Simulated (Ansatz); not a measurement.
In20⁺ (relaxed from a model of In20 tetrahedron, whose bonding it doesn't keep). The state is a doublet with charge 1. Geometry PBE-D4/def2-SVP, basis def2-TZVP, Ansatz.

Cartesian coordinates in Å:
```
In -4.487 0.041 -3.035
In -2.601 1.808 -0.973
In -1.095 3.445 1.042
In 1.002 4.676 3.099
In -1.450 1.180 -4.017
In 0.411 1.964 -1.440
In 1.571 1.737 1.416
In 1.173 -0.416 -3.181
In 3.292 0.836 -0.940
In 4.361 -0.576 -3.697
In -4.106 -0.913 0.135
In -1.580 0.366 1.561
In -0.459 1.894 4.010
In -1.509 -1.189 -1.689
In 0.915 -1.035 -0.051
In 3.307 -2.519 -1.386
In -1.569 -2.655 1.141
In 0.808 -0.964 3.053
In 2.048 -3.500 1.353
In -0.032 -4.179 3.600
```

```json
{"run": "A", "HOMO (eV)": "-6.79", "LUMO (eV)": "-5.97"}
{"run": "B", "HOMO (eV)": "-6.52", "LUMO (eV)": "-6.33"}
{"run": "C", "HOMO (eV)": "-6.99", "LUMO (eV)": "-5.92"}
{"run": "D", "HOMO (eV)": "-6.74", "LUMO (eV)": "-6.36"}
```

In the def2 sets In takes a core potential; there is no spin–orbit coupling. B3LYP takes the VWN-RPA correlation. Single mean-field runs in def2-TZVP are fitted with def2-universal-jkfit. Another isomer (doublet) lies 0.62 eV lower at PBE0-D4/def2-TZVP; other spin states weren't run for this one.

HOMO and LUMO are taken over both spins.

The runs used B3LYP, PBE, PBE0, r2SCAN. Estimate which is which.

A B3LYP (20 % exact exchange); B PBE (0 % exact exchange); C PBE0 (25 % exact exchange); D r2SCAN (0 % exact exchange). Exact exchange lowers occupied and raises empty levels; among semilocal functionals meta-GGAs tend to open the gap a little, and such runs are hard to tell apart. The gap grows from 0.18 eV (PBE) to 1.07 eV (PBE0).
